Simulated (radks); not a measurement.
Effect of the nuclear size on the krypton ion Kr3+, [Ar] 3d10 4s2 4p3. All-electron calculation, Dirac Kohn-Sham, relativistic LDA (MacDonald-Vosko exchange, VWN5 correlation), spin-unpolarised, spherical densities, finite nucleus; open shells fill j = l - 1/2 first; Fermi nuclear charge, rms radius 4.1884 fm. Program: a radial shooting solver on a logarithmic mesh with Libxc functionals. The rms radius is varied about that value; shifts are against it.

rms radius (fm)	total energy shift (eV)	density at nucleus (e/bohr^3)	1s1/2 shift (meV)	2s1/2 shift (meV)	3p1/2 shift (meV)	4s1/2 shift (meV)
3.3842	-0.216	4.977e+04	-91.4	-9.26	0.151	-0.188
3.8785	-0.0884	4.923e+04	-37.3	-3.78	0.062	-0.077
4.1884	0	4.893e+04	0.000	0.000	0.000	0.000
4.3643	0.0530	4.877e+04	22.4	2.27	-0.037	0.046
4.7371	0.172	4.845e+04	72.6	7.35	-0.120	0.149

Slopes of the eigenvalues against <r^2> in GHz/fm^2, as finite differences over the two radii next to the reference (eigenvalue slopes, not the field-shift constants of lines): 1s1/2 3610, 2s1/2 365, 3p1/2 -5.98, 4s1/2 7.40.
